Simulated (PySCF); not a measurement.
Input for PySCF:
```python
from pyscf import gto, scf, dft

mol = gto.Mole()
mol.atom = '''
    O     0.044415    0.039569   -0.766295
    F     0.071628   -0.013545    0.498308
'''
mol.basis = '6-31g'
mol.charge = 0
mol.spin = 1
mol.verbose = 4
mol.build()

mf = dft.UKS(mol)
mf.xc = 'b3lyp'
mf.kernel()
g = mf.nuc_grad_method()
grad = g.kernel()
```

### Question
What is the computed nuclear repulsion energy (B3LYP/6-31G, gradient in PySCF)?

### Answer
30.0951 Eh

### Question
What is the computed number of basis functions (B3LYP/6-31G, gradient)?

### Answer
18

### Question
Estimate the total energy that B3LYP/6-31G, gradient returns for this input.

### Answer
-174.8204 Eh

These values belong to the state on which the SCF converged, which isn't shown to be the lowest.
